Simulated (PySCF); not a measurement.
Predicted microwave data (PBE0/pcSseg-1 in PySCF (dipole) on a GFN2-xTB geometry, gas phase) for one isomer of C5H8F3NSi:

- Rotational constants: A = 1595, B = 784.5, C = 641.5 MHz
- Dipole components: |μa| = 0.74 D, |μb| = 1.71 D, |μc| = 0.83 D
- Inertial defect: -173.31 u·Å²
- κ: -0.70

Question: Which structure is it? (One computed conformer of each.)
A. `[CH2:1]=[N:2][SiH2:3][CH2:4][C:5](=[CH2:6])[C:7]([F:8])([F:9])[F:10]` with C1–N2–Si3–C4 -117°, N2–Si3–C4–C5 49°, Si3–C4–C5–C6 -108°
B. `[CH2:1]=[C:2]([SiH3:3])/[CH:4]=[N:5]\[CH2:6][C:7]([F:8])([F:9])[F:10]` with C1–C2–C4–N5 69°, C4–N5–C6–C7 113°
C. `[CH2:1]=[CH:2]/[N:3]=[CH:4]\[C@@H:5]([SiH3:6])[C:7]([F:8])([F:9])[F:10]` with C1–C2–N3–C4 -63°, N3–C4–C5–Si6 109°

Answer: C. It is C=C/N=C\[C@@H]([SiH3])C(F)(F)F, an asymmetric top, point group C1. The candidates at the same level (rigid rotor, commonest isotopes):

```tsv
SMILES	A (MHz)	B (MHz)	C (MHz)	μa (D)	μb (D)	μc (D)	Δ (u·Å²)	point group	rotor
C=N[SiH2]CC(=C)C(F)(F)F	1683	818.7	787.0	1.16	0.54	0.71	-275.47	C1	near-prolate asymmetric top
C=C/N=C\[C@@H]([SiH3])C(F)(F)F	1595	784.5	641.5	0.74	1.71	0.83	-173.31	C1	asymmetric top
C=C([SiH3])/C=N\CC(F)(F)F	1922	622.1	574.5	2.92	1.10	1.56	-195.50	C1	near-prolate asymmetric top
```

`C=C([SiH3])/C=N\CC(F)(F)F` has B 21 % too low; `C=N[SiH2]CC(=C)C(F)(F)F` has C 23 % too high. No structure here is proved a minimum.
